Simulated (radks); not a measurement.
Species: the lead ion Pb4+. Configuration: [Kr] 4d10 4f14 5s1 5p6 5d10 6d1 (not the ground configuration).

All-electron calculation, scalar-relativistic Kohn-Sham, BLYP, spin-polarised, spherical densities, finite nucleus; open shells are filled with parallel spins first (spin-orbit coupling, left out, can overturn this in heavy ions); Fermi nuclear charge, rms radius 5.5012 fm. Program: a radial shooting solver on a logarithmic mesh with Libxc functionals.

Energy parts (eV):
| part | energy |
|---|---|
| total | -567833.53 |
| kinetic | 641333.82 |
| electron-nucleus | -1413117.55 |
| Hartree | 214438.90 |
| exchange-correlation | -10488.70 |

Orbitals (lengths in bohr, moments of r in powers of bohr; <r^-3> diverges for s and p1/2):
orbital  occ.  eigenvalue (eV)       <r^4>  <r^-3>      <r^2>
1s up       1        -88139.30   3.537e-07       -  0.0003574
1s down     1        -88139.06   3.537e-07       -  0.0003574
2s up       1        -15811.91  0.00005103       -   0.005422
2s down     1        -15811.74  0.00005103       -   0.005422
2p up       3        -13577.38  0.00004233   29560   0.004617
2p down     3        -13577.21  0.00004233   29560   0.004617
3s up       1        -3837.644    0.001831       -    0.03487
3s down     1        -3837.485    0.001831       -    0.03487
3p up       3        -3196.560    0.002042    6858    0.03612
3p down     3        -3196.398    0.002042    6858    0.03612
3d up       5        -2540.902    0.001568   832.9    0.02992
3d down     5        -2540.736    0.001568   832.9    0.02992
4s up       1        -911.2808     0.03996       -     0.1666
4s down     1        -911.0017     0.03993       -     0.1666
4p up       3        -701.0445     0.05366    1687     0.1909
4p down     3        -700.7419     0.05358    1687     0.1908
4d up       5        -457.2179     0.07203   181.2     0.2141
4d down     5        -456.8513     0.07183   181.4     0.2139
5s up       1        -197.3281      0.9190       -     0.8022
5s down     0        -196.0817      0.9247       -     0.8041
4f up       7        -187.9431      0.1165   36.81     0.2451
4f down     7        -187.4891      0.1158   36.88     0.2444
5p up       3        -138.0371       1.585   325.6      1.040
5p down     3        -136.9486       1.603   323.5      1.045
5d up       5         -70.6326       4.547   24.43      1.691
5d down     5         -69.9137       4.621   24.04      1.706
6s up       0         -53.2738       26.06       -      4.287
6s down     0         -52.9272       25.55       -      4.253
6p up       0         -39.9179       53.28   50.84      6.130
6p down     0         -39.3968       51.51   52.33      6.032
6d up       1         -25.3281       173.6   3.652      11.09
5f up       0         -22.2518       105.7  0.8814      7.930
7d up       0         -13.6062        1869   1.476      37.11

The highest occupied level is 6d up at -25.328 eV. The configuration is held as typed, so some empty levels lie below it. Spin moment in Bohr magnetons: 2. The electron density at the nucleus is 2.954e+06 e/bohr^3 (large components only). The spin density at the nucleus is 2280 e/bohr^3 (1s 6, 2s 2, 3s 1, 4s 0, 5s 2270).
